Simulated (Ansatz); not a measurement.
Reactions of C₂H₄AlF (`C=[CH][AlH][F]`).

Computed with Ansatz on PBE0-D4/def2-TZVP structures; ΔE is electronic, products minus reactants. CBS: MP2 limit from def2 TZ/QZ plus the TZ coupled-cluster correction, frozen cores. This one scheme is used for every species, atoms too. Double bonds are as drawn, so ΔE can hold a change between cis and trans. DFT in def2-TZVPP. No spin–orbit coupling; open shells (•) take unrestricted orbitals. Spin–orbit coupling would lower the free atoms: a little for Al, C, F. Bonds to Se are less sure, by a few kJ/mol each and by 10 to 20 or more in all where they break to atoms, as the def2 sets lack core-valence functions. Scalar relativity is left out up to krypton. Each species was taken in one conformer, which may not be the lowest.

```
                                                     reaction  CCSD(T)/CBS(def2) (eV)
        `C=[CH][AlH][F]` + `C[SeH]` → `C[Se][AlH][F]` + `C=C`                   -1.12
                    `C=[CH][AlH][F]` → Al• + 2 C• + F• + 4 H•                   32.09
                 `C=[CH][AlH][F]` + H₂ → `C=[CH][AlH2]` + H–F                    1.81
`C=[CH][AlH][F]` + `C[SiH3]` → `C=[CH][AlH][CH2][SiH3]` + H–F                       ?
  `C=[CH][AlH][F]` + `N/C=C\F` → `N/C=[CH]/[AlH][F]` + `C=CF`                   -0.32
```

Fill in the missing values. (Best estimate.)

The calculation gave: `C=[CH][AlH][F]` + `C[SiH3]` → `C=[CH][AlH][CH2][SiH3]` + H–F: +1.85 eV.

Largest T1 diagnostic: 0.018, for Al•.
